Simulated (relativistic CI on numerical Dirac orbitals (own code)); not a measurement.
# What each ingredient does to the levels of Pm4+

Base calculation: Dirac-Coulomb-Breit CI, separate exchange-only KLI orbitals for each configuration, model QED (radiative potential, 1s self-energy scaled to tabulated hydrogen-like ionisation energies), valence Slater integrals scaled by 0.85, P86 correlation energy added to each configuration.

Configurations in the expansion (outside the closed core [Kr] 4d10): 4f3 5s2 5p6, 4f2 5s2 5p6 5d, 4f4 5s2 5p5, 4f3 5s2 5p5 5d, 4f2 5s2 5p6 6s, 4f2 5s2 5p6 6p, 4f3 5s 5p6 5d, 4f3 5s2 5p5 6s, 4f2 5s2 5p6 6d, 4f2 5s2 5p6 7s, 4f2 5s2 5p6 5f, 4f2 5s2 5p6 7p, 4f 5s2 5p6 5f 6s, 4f4 5s 5p6, 4f3 5s 5p6 5f, 4f2 5s2 5p6 5g, 4f2 5s2 5p6 7d, 4f2 5s2 5p6 8s, 4f 5s2 5p6 5d 5f, 4f2 5s2 5p6 6g, 4f2 5s 5p6 6s2, 4f 5s2 5p6 6s 6p, 4f 5s2 5p6 5d2, 5s2 5p6 5d3, 4f 5s2 5p5 5d3, 5s2 5p6 5d2 6s, 5s2 5p6 5d2 6p, 4f 5s 5p6 5d3. Double excitations out of closed p, d and f shells are left out; levels of such configurations are missing from the list, as are those of other unlisted configurations, and high levels can miss mixing partners.

Variants: (1) Slater integrals left unscaled; (2) no correlation estimate; (3) only the first configuration; (4) only the first 3 configurations. Shifts of the energy above 4f3 5s2 5p6 4I°_9/2, in cm⁻¹, for the lowest level and the first level of each name with at least 55 % of one term (blank where a level changes its place among those of its configuration and J or its character, or is not in the variant):

```
               Level     Base     Δ(1)  Δ(2)    Δ(3)    Δ(4)
 4f3 5s2 5p6 4I°_9/2      0.0      0.0   0.0     0.0     0.0
4f3 5s2 5p6 4I°_11/2   2346.3    -35.7  -1.0   +39.8   +36.6
4f3 5s2 5p6 4I°_13/2   4811.5    -33.8  -2.0   +79.3   +71.4
4f3 5s2 5p6 4I°_15/2   7342.0     +5.1  -2.8  +117.3  +103.3
 4f3 5s2 5p6 4F°_3/2  14353.6  +2114.0  +7.0  +462.3   +67.3
 4f3 5s2 5p6 2H°_9/2  14633.3  +2186.5  +5.9  +124.1   -63.4
 4f3 5s2 5p6 4F°_5/2  15654.4  +2058.7  +6.4  +488.3   +87.8
 4f3 5s2 5p6 4F°_7/2  16736.7  +2101.5  +6.3  +473.8   +83.2
 4f3 5s2 5p6 4S°_3/2  16908.7  +2195.3  +4.0  +267.3   +95.3
 4f3 5s2 5p6 4F°_9/2  18148.8  +2073.4  +5.4  +446.3   +84.8
4f3 5s2 5p6 2H°_11/2  18650.5  +2146.3  +4.4  +155.5   -27.2
 4f3 5s2 5p6 2G°_7/2  20678.6  +2783.5  +7.4  +322.3    +5.7
 4f3 5s2 5p6 4G°_5/2  21683.1  +3265.5  +9.8  +623.4  +151.1
4f3 5s2 5p6 2K°_13/2  22558.4  +3272.5  +8.8    +7.1  -138.3
```

At this charge configurations can still be misplaced by up to about 7 % of their energy. Levels and lines within the n = 5 or 6 shells can be off by up to 10 % or somewhat more, and those that change n by about 2 %, since core polarisation is missing. Levels that differ in their count of f electrons can be misplaced by several ten thousand cm⁻¹, since the correlation energy of f electrons is missing or only estimated; rates across such gaps can be off by orders of magnitude.

Ionisation energy from the two ground configurations alone: base 68.38 eV; Slater integrals left unscaled 68.13 eV; no correlation estimate 66.96 eV.

LS names give the leading component of a level, which can be under half, so a name can repeat, a term be missing and a line seem to break the LS rules.
